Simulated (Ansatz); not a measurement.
CH9FSi3, SMILES `FC([SiH3])[SiH2][SiH3]`, relaxed with RKS PBE-D4/def2-SVP in Ansatz from a rough embedded geometry. The force threshold is 0.03 eV/Å; the program also tests the step.

Total charge 0; spin multiplicity 1.

Start:

```xyz
14

F     0.599   -1.351   -1.340
C    -0.296   -1.266   -0.396
Si    0.557   -1.547    1.199
Si   -1.096    0.458   -0.370
Si    0.505    2.076   -0.662
H    -1.047   -2.030   -0.585
H     1.583   -0.504    1.502
H     1.160   -2.836    1.292
H    -0.480   -1.472    2.335
H    -2.065    0.478   -1.548
H    -1.915    0.623    0.801
H    -0.209    3.413   -0.706
H     1.288    1.894   -1.977
H     1.416    2.063    0.455
```

How much energy does the relaxation release, and in how many steps? (Estimate.)

Ansatz gave: 14.02 kcal/mol, in 5 steps, 1 of them rejected.

Which bonds change most? (An estimate is asked.)

The calculation gave: F1–C2 from 1.304 to 1.418 Å; C2–Si3 from 1.830 to 1.914 Å; Si3–H8 from 1.426 to 1.503 Å; Si4–H11 from 1.438 to 1.508 Å.

Give the relaxed structure. (Estimate.)

Computed: 
```xyz
14

F     0.670   -1.273   -1.369
C    -0.307   -1.230   -0.342
Si    0.567   -1.602    1.320
Si   -1.181    0.479   -0.455
Si    0.484    2.119   -0.715
H    -1.054   -2.036   -0.538
H     1.593   -0.540    1.597
H     1.246   -2.940    1.241
H    -0.459   -1.615    2.421
H    -2.112    0.496   -1.640
H    -1.994    0.701    0.795
H    -0.140    3.488   -0.745
H     1.227    1.895   -2.002
H     1.459    2.057    0.430
```
